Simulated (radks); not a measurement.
Spherical jellium clusters: N electrons in a uniform positive sphere of charge N and radius rs N^(1/3), rs = 5.76 bohr. Calculated with a radial shooting solver with Libxc functionals: non-relativistic Kohn-Sham, LDA (Slater exchange, Perdew-Wang correlation), spin-polarised, spherical densities. Levels are named by radial order and angular momentum (1s, 1p, 1d, 2s, ...), and open shells are averaged over m.

N = 31, configuration 1s2 1p6 1d10 2s2 1f(up 7, down 4). This is the lowest configuration that the search found. Occupied and some empty levels:

level,occupation,eigenvalue (eV),<r> (bohr)
1s up,1,-3.4583,10.74
1s down,1,-3.4078,10.31
1p up,3,-3.1545,12.82
1p down,3,-3.0784,12.65
1d up,5,-2.7770,14.00
1d down,5,-2.6903,13.95
2s up,1,-2.6172,10.53
2s down,1,-2.5783,10.84
1f up,7,-2.3216,14.86
1f down,4,-2.2315,14.87
2p up,0,-1.9834,11.82
2p down,0,-1.9474,11.89
1g up,0,-1.7940,15.59
1g down,0,-1.7046,15.65
2d up,0,-1.3336,13.58
2d down,0,-1.2917,13.60

Energy (eV): total -55.6762, kinetic 28.255, external -1731.1, Hartree 864.87, exchange-correlation -84.810, background 867.13.
